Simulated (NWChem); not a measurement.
All runs are NWChem calculations. System: H3AlCl3N, charge 0, spin multiplicity 1, at a geometry optimised with PBE0/def2-SVP. The structure started from a generated list of species. Level: MP2/def2-TZVP, 21 core orbitals frozen.

NWChem printed:

```
             Northwest Computational Chemistry Package (NWChem) 7.3.0
             --------------------------------------------------------

                                NWChem Input Module
                                -------------------

 Scaling coordinates for geometry "geometry" by  1.889725989
 (inverse scale =  0.529177249)

 Turning off AUTOSYM since
 SYMMETRY directive was detected!

                             Geometry "geometry" -> ""
                             -------------------------

 Output coordinates in angstroms (scale by  1.889725989 to convert to a.u.)

  No.       Tag          Charge          X              Y              Z
 ---- ---------------- ---------- -------------- -------------- --------------
    1 Al                  13.0000     0.00805400     0.01008200     0.00000000
    2 Cl                  17.0000    -0.56401900     0.96760000     1.80481200
    3 Cl                  17.0000    -0.56401900     0.96760000    -1.80481200
    4 Cl                  17.0000     1.89026000    -0.96899300     0.00000000
    5 N                    7.0000    -1.23942700    -1.57097800     0.00000000
    6 H                    1.0000    -0.71077300    -2.44616800     0.00000000
    7 H                    1.0000    -1.83785300    -1.55678200    -0.82890600
    8 H                    1.0000    -1.83785300    -1.55678200     0.82890600

 Effective nuclear repulsion energy (a.u.)     418.5286943781

            Nuclear Dipole moment (a.u.)
            ----------------------------
        X                 Y               Z
 ---------------- ---------------- ----------------
     0.0000151178     0.0000132281     0.0000000000

      Symmetry information
      --------------------

 Group name             Cs
 Group number              2
 Group order               2
 No. of unique centers     6

      Symmetry unique atoms

     1    2    4    5    6    7


 Summary of "ao basis" -> "" (spherical)
 ------------------------------------------------------------------------------
       Tag                 Description            Shells   Functions and Types
 ---------------- ------------------------------  ------  ---------------------
 *                         def2-tzvp                  on all atoms

 Summary of "ao basis" -> "ao basis" (spherical)
 ------------------------------------------------------------------------------
       Tag                 Description            Shells   Functions and Types
 ---------------- ------------------------------  ------  ---------------------
 Al                        def2-tzvp                13       37   5s5p2d1f
 Cl                        def2-tzvp                13       37   5s5p2d1f
 N                         def2-tzvp                11       31   5s3p2d1f
 H                         def2-tzvp                 4        6   3s1p

                                 NWChem SCF Module
                                 -----------------

  ao basis        = "ao basis"
  functions       =   197
  atoms           =     8
  closed shells   =    37
  open shells     =     0
  charge          =   0.00
  wavefunction    = RHF
  use symmetry    = T
  symmetry adapt  = T

 Summary of "ao basis" -> "ao basis" (spherical)
 ------------------------------------------------------------------------------
       Tag                 Description            Shells   Functions and Types
 ---------------- ------------------------------  ------  ---------------------
 Al                        def2-tzvp                13       37   5s5p2d1f
 Cl                        def2-tzvp                13       37   5s5p2d1f
 N                         def2-tzvp                11       31   5s3p2d1f
 H                         def2-tzvp                 4        6   3s1p

      Symmetry analysis of basis
      --------------------------

        a'        119
        a"         78

 Forming initial guess at       0.1s

      Superposition of Atomic Density Guess
      -------------------------------------

 Sum of atomic energies:       -1676.11886911

      Non-variational initial energy
      ------------------------------

 Total energy =   -1677.463590
 1-e energy   =   -3151.230040
 2-e energy   =    1055.237755
[...]
   153      2.351355  5 N  s                182     -0.966044  6 H  s
   188     -0.965978  7 H  s                194     -0.965978  8 H  s
     5     -0.617626  1 Al s                152     -0.321518  5 N  s
   151      0.252276  5 N  s                 42      0.197324  2 Cl s
    79      0.197324  3 Cl s                116      0.197371  4 Cl s

 Vector   39  Occ=0.000000D+00  E= 1.426698D-01  Symmetry=a'
              MO Center=  7.9D-01,  1.0D+00, -1.6D-13, r^2= 5.1D+00
   Bfn.  Coefficient  Atom+Function         Bfn.  Coefficient  Atom+Function
  ----- ------------  ---------------      ----- ------------  ---------------
    19      1.069206  1 Al py                 5      0.902199  1 Al s
    18      0.843959  1 Al px               153      0.577548  5 N  s
    42     -0.452552  2 Cl s                 79     -0.452552  3 Cl s
   116     -0.452780  4 Cl s                130     -0.391153  4 Cl py
    57      0.289251  2 Cl pz                94     -0.289251  3 Cl pz

 Vector   40  Occ=0.000000D+00  E= 1.572035D-01  Symmetry=a'
              MO Center= -8.9D-01, -2.3D+00,  2.0D-10, r^2= 5.6D+00
   Bfn.  Coefficient  Atom+Function         Bfn.  Coefficient  Atom+Function
  ----- ------------  ---------------      ----- ------------  ---------------
   182      2.120900  6 H  s                188     -1.060520  7 H  s
   194     -1.060520  8 H  s                160     -0.783461  5 N  px
   161      0.618209  5 N  py               116     -0.371654  4 Cl s
    18      0.358775  1 Al px                19     -0.283234  1 Al py
    42      0.185914  2 Cl s                 79      0.185914  3 Cl s

 center of mass
 --------------
 x =   0.06465235 y =   0.08194468 z =   0.00000000

 moments of inertia (a.u.)
 ------------------
        1330.960104800335         241.591927101837           0.000000000000
         241.591927101837        1446.450055825789           0.000000000000
           0.000000000000           0.000000000000        1140.461167355294

  Mulliken analysis of the total density
  --------------------------------------

    Atom       Charge   Shell Charges
 -----------   ------   -------------------------------------------------------
    1 Al  13    12.23   2.00  0.65  1.34  0.56  0.02  2.92  2.28  0.82  0.84  0.12  0.27  0.26  0.14
    2 Cl  17    17.37   2.01  0.45  1.52  1.07  0.86  4.19  1.69  1.08  2.88  1.61  0.00  0.02  0.00
    3 Cl  17    17.37   2.01  0.45  1.52  1.07  0.86  4.19  1.69  1.08  2.88  1.61  0.00  0.02  0.00
    4 Cl  17    17.37   2.01  0.45  1.52  1.07  0.86  4.19  1.69  1.08  2.88  1.61  0.00  0.02  0.00
    5 N    7     7.59   0.82  1.16  0.51  0.87  0.12  1.51  1.84  0.73  0.01  0.02  0.00
    6 H    1     0.69   0.25  0.37  0.03  0.03
    7 H    1     0.69   0.25  0.37  0.03  0.03
    8 H    1     0.69   0.25  0.37  0.03  0.03

       Multipole analysis of the density wrt the origin
       ------------------------------------------------

     L   x y z        total         open         nuclear
     -   - - -        -----         ----         -------
     0   0 0 0      0.000000      0.000000     74.000000

     1   1 0 0     -1.570051      0.000000      0.000015
     1   0 1 0     -1.990363      0.000000      0.000013
     1   0 0 1     -0.000000      0.000000      0.000000

     2   2 0 0    -41.576297      0.000000    319.871320
     2   1 1 0      7.415446      0.000000   -102.138025
     2   1 0 1     -0.000000      0.000000      0.000000
     2   0 2 0    -38.028868      0.000000    271.053070
     2   0 1 1     -0.000000      0.000000      0.000000
     2   0 0 2    -47.426825      0.000000    400.401823

                   NWChem MP2 Semi-direct Energy/Gradient Module
                   ---------------------------------------------

  Basis functions       =    197
  Molecular orbitals    =    197
  Frozen core           =     21
  Frozen virtuals       =      0
  Active alpha occupied =     16
  Active beta occupied  =     16
  Active alpha virtual  =    160
  Active beta virtual   =    160
  Use MO symmetry       = T
  Use skeleton AO sym   = T

  AO/Fock/Back tols     =   1.0D-09  1.0D-09  1.0D-09

 GA uses MA = F    GA memory limited = T

 Available:
  local mem=  1.26D+08
 global mem=  1.44D+08
 local disk=  0.00D+00
  mp2_memr nvloc                   160
  nvloc new                   160
   1 passes of  16:        5242880                     207119                 153361165.
   1 passes of  16: M    126147402           G      144101582           F     120904522.
  mp2_memr nvloc                   160
  nvloc new                   160
   2 passes of   8:        5242880                     143144                  76713741.
   2 passes of   8: M    126147402           G      144101582           F     120904522.

 Semi-direct pass number   1 of   2  for RHF alpha+beta  at       34.5s
  vrange nnbf                 17612
  mp2_eaftype                   292  avail_ma_in_mb                  1099
 EAF : mp2_eaftype filesize         292   38356870.
  mp2_eaf for mointskh                    292
Node 0 wrote    180.3 Mb in      0.1 s     Agg I/O rate:  3077.4 Mb/s
 Done moints_semi at       57.3s
  mp2_eaftype                   292  avail_ma_in_mb                   807
 EAF : mp2_eaftype filesize         292   38356870.
  mp2_eaf for kh                   292
 Done maket at       58.0s
 Semi-direct pass number   2 of   2  for RHF alpha+beta  at       58.0s
  vrange nnbf                 17612
  mp2_eaftype                   292  avail_ma_in_mb                   807
 EAF : mp2_eaftype filesize         292   38356870.
  mp2_eaf for mointskh                    292
Node 0 wrote    180.3 Mb in      0.0 s     Agg I/O rate:  3859.7 Mb/s
 Done moints_semi at       76.2s
  mp2_eaftype                   292  avail_ma_in_mb                   807
 EAF : mp2_eaftype filesize         292   38356870.
  mp2_eaf for kh                   292
 Done maket at       76.6s
 Done multipass loop at       76.6s

          -------------------------------------------
          SCF energy               -1676.968777910145
          Correlation energy          -0.848331237906
          Singlet pairs               -0.529592060722
          Triplet pairs               -0.318739177184
          Total MP2 energy         -1677.817109148052
          -------------------------------------------

          ---------------------------------------------------
                    Spin Component Scaled (SCS) MP2
          Same spin pairs                     -0.212492784789
          Same spin scaling factor             0.333333333333
          Opposite spin pairs                 -0.635838453117
          Opposite spin scaling fact.          1.200000000000
          SCS-MP2 correlation energy          -0.833837072004
          Total SCS-MP2 energy             -1677.802614982149
          ---------------------------------------------------

 -----------------------
 Performance information
 -----------------------

 Timer overhead =  1.49D-07 seconds/call

               Nr. of calls         CPU time (s)                 Wall time (s)                GFlops
             ---------------    -------------------     ------------------------------   -------------------
Name         Min   Avg   Max    Min     Avg     Max     Min     Avg     Max   Mx/calls   Min     Max     Sum
mp2: moin     2     2     2    41.     41.     41.      41.     41.     41.     20.      0.0     0.0     0.0
mp2: make     2     2     2    1.2     1.2     1.2      1.2     1.2     1.2    0.59      0.0     0.0     0.0
mp2: tota     1     1     1    42.     42.     42.      42.     42.     42.     42.      0.0     0.0     0.0

 The average no. of pstat calls per process was 5.00D+00
 with a timing overhead of 7.47D-07s

 Task  times  cpu:       76.6s     wall:       76.6s

 Total times  cpu:       76.6s     wall:       76.6s
```

### Question
Write an NWChem input that would produce this output.

### Answer
One answer among several that fit: 
```
start mol
memory heap 200 mb stack 900 mb global 1100 mb
geometry units angstroms nocenter noautoz
  Al     0.008054     0.010082     0.000000
  Cl    -0.564019     0.967600     1.804812
  Cl    -0.564019     0.967600    -1.804812
  Cl     1.890260    -0.968993     0.000000
  N     -1.239427    -1.570978     0.000000
  H     -0.710773    -2.446168     0.000000
  H     -1.837853    -1.556782    -0.828906
  H     -1.837853    -1.556782     0.828906
  symmetry group Cs
end
basis spherical
  * library def2-tzvp
end
scf
  rhf
  nopen 0
  maxiter 100
  thresh 1e-7
  semidirect memsize 60000000 filesize 0
end
mp2
  freeze core 21
end
task mp2 energy
```
